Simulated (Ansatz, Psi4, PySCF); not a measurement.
C₄H₁₂Ge, singlet, geometry from GFN2-xTB. Base run: PySCF with PBE0/STO-3G.

Here is a job for PySCF.
```python
from pyscf import gto, scf, dft

mol = gto.M(
    atom='''
Ge    1.192047    0.567145   -0.057544
C    -0.142915   -0.408134    1.024786
C    -1.471814   -0.751718    0.354175
C    -1.277870   -1.785959   -0.748685
C    -2.140609    0.498176   -0.204275
H     2.476959    0.637973    0.707558
H     1.518230   -0.074756   -1.368930
H     0.797422    1.980877   -0.347540
H    -0.336515    0.202444    1.911164
H     0.326339   -1.328314    1.382121
H    -2.131079   -1.185769    1.118189
H    -0.641060   -1.380685   -1.533697
H    -2.234282   -2.059389   -1.189360
H    -0.810996   -2.686346   -0.354447
H    -1.539402    0.907787   -1.016287
H    -2.241715    1.257541    0.568864
H    -3.130160    0.265812   -0.592240
''',
    basis='sto-3g',
    charge=0,
    spin=0,
    verbose=4,
)

mf = dft.RKS(mol)
mf.xc = 'pbe0'
mf.kernel()
```

The same geometry, method and basis name were run in Ansatz (a first-principles code) and Psi4 and PySCF, at each program's defaults and at the settings that a row names. The base is PySCF at its defaults. Differences at the defaults can come from grids, fitting, cores and function types together.

```json
[
 {"code and settings": "PySCF, defaults (exact integrals, its default grid, spherical functions)", "ΔE vs base (mEh)": "0.000", "basis functions": "50", "E (Eh)": "-2210.45956", "SCF cycles": "9", "dipole (D)": "0.34"},
 {"code and settings": "Psi4, defaults (density fitting with its default set, its default grid, spherical functions)", "ΔE vs base (mEh)": "-2.560", "basis functions": "50", "E (Eh)": "-2210.46212", "SCF cycles": "8", "dipole (D)": "0.34"},
 {"code and settings": "Ansatz, defaults (factorised integrals, its default grid, spherical functions)", "ΔE vs base (mEh)": "0.024", "basis functions": "50", "E (Eh)": "-2210.45954", "SCF cycles": "-", "dipole (D)": "-"},
 {"code and settings": "PySCF, density fitting with def2-universal-jkfit", "ΔE vs base (mEh)": "-2.702", "basis functions": "50", "E (Eh)": "-2210.46226", "SCF cycles": "9", "dipole (D)": "0.34"},
 {"code and settings": "PySCF, fine grid", "ΔE vs base (mEh)": "0.016", "basis functions": "50", "E (Eh)": "-2210.45954", "SCF cycles": "9", "dipole (D)": "0.34"},
 {"code and settings": "Psi4, exact integrals, spherical functions, fine grid", "ΔE vs base (mEh)": "0.018", "basis functions": "50", "E (Eh)": "-2210.45954", "SCF cycles": "11", "dipole (D)": "0.34"},
 {"code and settings": "Ansatz, high accuracy", "ΔE vs base (mEh)": "0.016", "basis functions": "50", "E (Eh)": "-2210.45954", "SCF cycles": "-", "dipole (D)": "-"}
]
```
